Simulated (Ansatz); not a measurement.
ZnCl3⁻. Charge -1, multiplicity 1. Geometry relaxed at PBE-D4/def2-SVPD.

Cartesian coordinates in Å:
```
Zn 0.000 0.000 0.000
Cl 1.354 -1.384 -1.129
Cl -1.459 -0.826 1.488
Cl 0.104 2.210 -0.359
```

The structure comes from a short search, and lower isomers may exist.

(1) Estimate the harmonic wavenumbers at RKS PBE-D4/def2-SVPD (Ansatz, unscaled). Is this a minimum?

Results:

(1) 98, 98, 119, 284, 338, 338 cm⁻¹. Yes, no mode is imaginary beyond noise. Zero-point energy 7.6 kJ/mol. Run time 20 s (4 threads of Intel Xeon on a shared host).
